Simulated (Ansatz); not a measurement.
Geometry optimisation, UKS B3LYP/6-31G (Ansatz 0.2.0).

The input (input.yaml):

```yaml
crystal:
  periodic: [false, false, false]
  atoms:
    - { symbol: C, position_ang: [0.02112, 0.84473, 0.04452] }
    - { symbol: B, position_ang: [0.09191, -0.683, 0.06582] }
    - { symbol: F, position_ang: [0.92765, -1.3636, 0.83503] }
    - { symbol: Cl, position_ang: [-0.94154, -1.64304, -0.93714] }
    - { symbol: H, position_ang: [0.57738, 1.44399, -0.65266] }
    - { symbol: H, position_ang: [-0.67652, 1.40092, 0.64443] }
magnetization:
  spin_polarized: true
  initial_magnetization: 1
basis:
  gaussian: { orbitals: "6-31G" }
hamiltonian:
  xc: b3lyp
relax:
  f_tol: 0.015
  max_steps: 40
```

Launched with:

```bash
$ ansatz run input.yaml --threads 1 --pin off --max-ram 2048MiB --backend cpu --events-out ev --progress --plain --runs-dir out
```

Problem. Where does it end, and by what steps?

Solution. The forces met the threshold. Limits of this set-up: no polarisation functions. After 11 steps the energy has fallen by 0.473 eV; H5 moved furthest, 0.97 Å.

```csv
step,energy less start (eV),largest force component (eV/Å),accepted
0,0.0000,1.904,yes
1,-0.1062,1.000,yes
2,-0.1366,0.227,yes
3,-0.1600,0.209,yes
4,-0.2404,0.387,yes
5,-0.3301,0.737,yes
6,-0.4275,0.291,yes
7,-0.4672,0.217,yes
8,-0.4635,0.436,no
9,-0.4730,0.040,yes
10,-0.4732,0.024,yes
11,-0.4733,0.005,yes
```

```xyz
6
Properties=species:S:1:pos:R:3
C -0.002 0.847 0.031
B 0.106 -0.666 0.002
F 1.283 -1.306 0.282
Cl -1.315 -1.718 -0.403
H 0.855 1.469 0.277
H -0.926 1.374 -0.188
```

The run took 27 s on 1 CPU thread of a shared host.
